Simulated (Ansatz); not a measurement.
One change: `O[C]1(S)[NH][GeH2]1` becomes `S[CH]1[NH][GeH2]1`.

Ansatz, PBE0-D4/def2-TZVP geometries, multiplicity 1. Each molecule was computed in one conformer, which needn't be the lowest.

Scalar relativity is left out up to krypton.

```tsv
property	`O[C]1(S)[NH][GeH2]1`
HOMO–LUMO gap (ωB97M-V/def2-TZVPP) / eV	9.58
LUMO energy (B3LYP/def2-TZVPP) / eV	-0.84
LUMO energy (PBE/def2-TZVPP) / eV	-1.40
size of the dipole moment (ωB97M-V/def2-TZVPP) / D	1.45
LUMO energy (ωB97M-V/def2-TZVPP) / eV	1.24
HOMO–LUMO gap (B3LYP/def2-TZVPP) / eV	5.21
```

(1) Give the same properties after the change, and the shifts. (Estimate.)

Answers

(1) Computed: 
| property | `S[CH]1[NH][GeH2]1` | shift |
| --- | --- | --- |
| HOMO–LUMO gap (ωB97M-V/def2-TZVPP) / eV | 9.66 | 0.08 |
| LUMO energy (B3LYP/def2-TZVPP) / eV | -0.79 | 0.05 |
| LUMO energy (PBE/def2-TZVPP) / eV | -1.37 | 0.03 |
| size of the dipole moment (ωB97M-V/def2-TZVPP) / D | 2.42 | 0.97 |
| LUMO energy (ωB97M-V/def2-TZVPP) / eV | 1.29 | 0.05 |
| HOMO–LUMO gap (B3LYP/def2-TZVPP) / eV | 5.29 | 0.08 |

Dipoles are sizes alone; their direction can turn.

B3LYP here is the variant with VWN-RPA as its local correlation; programs differ in this.
